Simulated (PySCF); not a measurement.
A calculated (PBE, PySCF 2.14, def2-QZVPPD, no relativity, point nucleus) atom or ion has these occupied shells.

| shell | electrons | orbital energy (eV) | rms radius, mean of both spins (bohr) |
| --- | --- | --- | --- |
| 1s α | 1 | -5833.9 | 0.0743 |
| 1s β | 1 | -5833.9 | 0.0743 |
| 2s α | 1 | -657.59 | 0.322 |
| 2s β | 1 | -655.96 | 0.322 |
| 2p α | 3 | -558.63 | 0.289 |
| 2p β | 3 | -557.40 | 0.289 |
| 3s α | 1 | -73.343 | 0.979 |
| 3s β | 1 | -68.917 | 0.979 |
| 3p α | 3 | -45.930 | 1.06 |
| 3p β | 3 | -41.535 | 1.06 |
| 4s α | 1 | -4.356 | 3.64 |
| 3d α | 5 | -3.801 | 1.73 |

**Question.** Name the element and its charge.

**Answer.** Cr (chromium, neutral), in [Ar] 3d5 4s1, high-spin 7S determinant.
